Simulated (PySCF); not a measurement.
## Relaxation of quintet OsH₂

Computed with UPBE0 in PySCF with Os def2-TZVP with ECP60, H def2-TZVP; scalar-relativistic core potentials, no spin–orbit coupling; density-fitted integrals. A (50,194) grid was used.

A hand-made bent start, of C2v symmetry, held to at least that symmetry:

```xyz
3
charge 0 multiplicity 5, angstrom
Os    0.0000    0.0000   -0.0096
H     1.3188    0.0000    0.9139
H    -1.3188    0.0000    0.9139
```

What does it relax to?

It ends at C2v with Os–H 1.688 Å (×2); H–Os–H 142.1°. A frequency run shows a minimum. Other isomers or separated fragments may lie lower.

How much energy is released, and in how many steps?

46.8 kJ/mol in 6 steps.

Open d and f shells are described by one determinant, and the ground state may have another occupation or spin. At this level a triplet minimum of C2v symmetry lies 60 kJ/mol below this structure. No spin–orbit coupling is included, which matters more the heavier the element.

The relaxation took of the order of 14 core-seconds on a shared host.
